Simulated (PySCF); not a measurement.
C6H5O3S (charge -1).
SMILES with atom numbers: `[O:1]=[S:2](=[O:3])([O-:4])[c:5]1[cH:6][cH:7][cH:8][cH:9][cH:10]1` (hydrogens: H11 on C6; H12 on C7; H13 on C8; H14 on C9; H15 on C10)

The same species was optimised twice, with GFN2-xTB and with PBE0-D3(BJ)/def2-SVP (PySCF), and the same property calculations (PySCF, gas phase) were run on both structures.

| coordinate | GFN2-xTB | PBE0-D3(BJ)/def2-SVP | change |
| --- | --- | --- | --- |
| S2=O3 (Å) | 1.461 | 1.477 | +0.016 |
| O1=S2 (Å) | 1.461 | 1.477 | +0.016 |
| C5–C6 (Å) | 1.378 | 1.395 | +0.017 |
| C5–C10 (Å) | 1.378 | 1.394 | +0.016 |
| S2–O4 (Å) | 1.463 | 1.476 | +0.013 |
| C7–C8 (Å) | 1.386 | 1.397 | +0.011 |
| C8–C9 (Å) | 1.386 | 1.396 | +0.010 |
| C9–C10 (Å) | 1.386 | 1.394 | +0.008 |
| C6–C7 (Å) | 1.386 | 1.394 | +0.008 |
| S2–C5 (Å) | 1.812 | 1.812 | 0.000 |
| O3–S2–C5 (°) | 105.2 | 103.9 | -1.3 |
| O1–S2–C5 (°) | 105.2 | 104.1 | -1.1 |
| O4–S2–C5 (°) | 102.3 | 103.2 | +0.9 |
| C6–C5–C10 (°) | 120.8 | 120.0 | -0.8 |
| O1–S2–O3 (°) | 114.3 | 114.9 | +0.6 |
| C7–C8–C9 (°) | 120.2 | 119.6 | -0.6 |
| C8–C9–C10 (°) | 119.8 | 120.3 | +0.5 |
| S2–C5–C10 (°) | 119.5 | 120.1 | +0.6 |
| O1–S2–C5–C6 (°) | 153 | 153 | 0 |

Rotational constants: A = 2755, B = 850.5, C = 741.4 MHz (GFN2-xTB) against A = 2698, B = 841.2, C = 732.8 MHz (PBE0-D3(BJ)/def2-SVP). Atoms that the bonding makes alike are paired by their places after alignment.

On the GFN2-xTB structure: HOMO (eV) -2.25 [PBE0/pcSseg-1]; LUMO (eV) 3.10 [PBE0/pcSseg-1]; GIAO shielding of O1/O3/O4 (mean) (ppm) 109.3 [PBE0/pcSseg-1]; GIAO shielding of S2 (ppm) 193.5 [PBE0/pcSseg-1]; GIAO shielding of C5 (ppm) 21.5 [PBE0/pcSseg-1]; GIAO shielding of C6/C10 (mean) (ppm) 55.3 [PBE0/pcSseg-1]; GIAO shielding of C7/C9 (mean) (ppm) 57.3 [PBE0/pcSseg-1]; GIAO shielding of C8 (ppm) 59.6 [PBE0/pcSseg-1].

What do these properties become on the PBE0-D3(BJ)/def2-SVP structure?

```json
{"property": "HOMO (eV)", "level": "PBE0/pcSseg-1", "on GFN2-xTB": "-2.25", "on PBE0-D3(BJ)/def2-SVP": "-2.31", "change": "-0.06"}
{"property": "LUMO (eV)", "level": "PBE0/pcSseg-1", "on GFN2-xTB": "3.10", "on PBE0-D3(BJ)/def2-SVP": "2.98", "change": "-0.12"}
{"property": "energy, GFN2-xTB geometry as zero (kcal/mol)", "level": "PBE0/pcSseg-1", "on GFN2-xTB": "0.0", "on PBE0-D3(BJ)/def2-SVP": "-1.5", "change": "-1.5"}
{"property": "GIAO shielding of O1/O3/O4 (mean) (ppm)", "level": "PBE0/pcSseg-1", "on GFN2-xTB": "109.3", "on PBE0-D3(BJ)/def2-SVP": "97.7", "change": "-11.6"}
{"property": "GIAO shielding of S2 (ppm)", "level": "PBE0/pcSseg-1", "on GFN2-xTB": "193.5", "on PBE0-D3(BJ)/def2-SVP": "180.3", "change": "-13.2"}
{"property": "GIAO shielding of C5 (ppm)", "level": "PBE0/pcSseg-1", "on GFN2-xTB": "21.5", "on PBE0-D3(BJ)/def2-SVP": "18.3", "change": "-3.2"}
{"property": "GIAO shielding of C6/C10 (mean) (ppm)", "level": "PBE0/pcSseg-1", "on GFN2-xTB": "55.3", "on PBE0-D3(BJ)/def2-SVP": "51.9", "change": "-3.4"}
{"property": "GIAO shielding of C7/C9 (mean) (ppm)", "level": "PBE0/pcSseg-1", "on GFN2-xTB": "57.3", "on PBE0-D3(BJ)/def2-SVP": "55.0", "change": "-2.3"}
{"property": "GIAO shielding of C8 (ppm)", "level": "PBE0/pcSseg-1", "on GFN2-xTB": "59.6", "on PBE0-D3(BJ)/def2-SVP": "57.5", "change": "-2.1"}
```

The heavy atoms differ by 0.029 Å rms after alignment. Among bonds between heavy atoms O1=S2, S2=O3, C5–C6 and C5–C10 change most and about equally (+0.016 to +0.017 Å). Changes are differences of the printed values. Neither structure is proved a minimum here. Isolated species at its PBE0-D3(BJ)/def2-SVP geometry, gas phase. The geometry's basis has no diffuse functions, a weakness for an anion.

The values belong to the conformer `[O:1]=[S:2](=[O:3])([O-:4])[c:5]1[cH:6][cH:7][cH:8][cH:9][cH:10]1`: O1–S2–C5–C6 153°.
